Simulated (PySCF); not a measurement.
# Unknowns

How the numbers were obtained: structure optimised with GFN2-xTB, shielding tensors at PBE0/pcSseg-1 (GIAO), in PySCF 2.14.0 with density-fitted response routines (gas phase, non-relativistic Hamiltonian, single conformer, one averaged value for each set of equivalent atoms).

References, each an isolated molecule treated in the same way: 1H (σ = 31.72 ppm), 13C (σ = 186.93 ppm) vs TMS. Where no couplings were computed, multiplicities follow the n + 1 count of equivalent neighbours, and m marks all less simple cases (inequivalent or close neighbours, rings, F or P nearby). Shifts are as computed. Against solution values, carbons near 30 ppm lie about +3 ppm off and those near 130 ppm about +5 ppm. Of 1211 compounds with measured shifts, 218 miss one by over three times the rms of a fit or turn the order of signals round; such compounds aren't used in these exercises.

Task: C₆H₁₀O₂Si. 1H NMR (500 MHz, computed): δ 10.29 (s, 1H), 4.41 (s, 3H), 2.86 (m, 1H), 2.46 (s, 3H), 1.74 (m, 1H), 1.09 (m, 1H). 13C{1H} NMR (computed): δ 217.1 (C), 209.6 (CH), 37.8 (CH), 35.5 (CH2), 32.8 (CH3), 28.5 (C). Give a structure.

Result: SMILES CC(=O)[C@@H]1C[C@@]1([SiH3])C=O. Rings plus π bonds: 3 (1 ring in the answer). 6 carbon signals for 6 carbons: no two carbons are equivalent. Carbon types of the structure: 2 × C, 2 × CH, 1 × CH2, 1 × CH3, leaving 3 H on heteroatoms. δC 217.1: ketone carbonyl carbon; the double bond to the heteroatom, with no lone-pair donor beside it, deshields it most. δC 209.6: aldehyde carbonyl carbon; the double bond to the heteroatom, with no lone-pair donor beside it, deshields it most. δH 10.29: hydrogen on an aldehyde carbonyl carbon; the formyl region, downfield of aromatic protons. δH 2.46: hydrogen on a methyl carbon α to a carbonyl; α to C=O.

This is the structure that produced the data.

Task: C₉H₁₀Si. 1H NMR (400 MHz, computed): δ 7.79 (d, 2H), 7.38 (d, 2H), 3.91 (t, 3H), 2.73 (s, 1H), 2.36 (q, 2H). 13C{1H} NMR (computed): δ 147.2 (C), 140.1 (CH), 132.8 (CH), 122.9 (C), 89.3 (C), 86.3 (CH), 22.1 (CH2). Give a structure.

Result: SMILES C#Cc1ccc(C[SiH3])cc1. Rings plus π bonds: 6 (1 ring in the answer). 7 carbon signals for 9 carbons: some carbons are equivalent by symmetry or fast rotation. Carbon types of the structure: 3 × C, 5 × CH, 1 × CH2, leaving 3 H on heteroatoms. δC 147.2, 122.9: substituted aromatic carbon. δC 140.1, 132.8: aromatic CH. δC 89.3: alkyne carbon; the triple bond shields along its axis, which puts it between sp3 and sp2 carbons. δC 86.3: terminal alkyne carbon; the triple bond shields along its axis, which puts it between sp3 and sp2 carbons.

The shifts were computed for this structure.

Task: C₅H₅NO₂Si. 1H NMR (400 MHz, computed): δ 8.72 (s, 1H), 8.52 (d, 1H), 7.16 (d, 1H), 5.63 (s, 2H). 13C{1H} NMR (computed): δ 161.0, 151.3, 148.8, 139.9, 113.6. Identify the compound.

Result: SMILES N1=CC2=C(C=C1)O[SiH2]O2. Rings plus π bonds: 5 (2 rings in the answer). 5 carbon signals for 5 carbons: no two carbons are equivalent. Carbon types of the structure: 2 × C, 3 × CH, leaving 2 H on heteroatoms. δC 161.0, 151.3: aromatic carbon bearing oxygen; an ipso carbon deshielded by its heteroatom. δC 148.8, 139.9: aromatic CH next to a ring nitrogen. δC 113.6: aromatic CH; π donation from the O or N substituent raises the electron density at positions ortho and para to it. δH 8.72, 8.52: hydrogen on an aromatic CH next to a ring nitrogen; ring current plus the neighbouring ring nitrogen.

The shifts were computed for this structure.
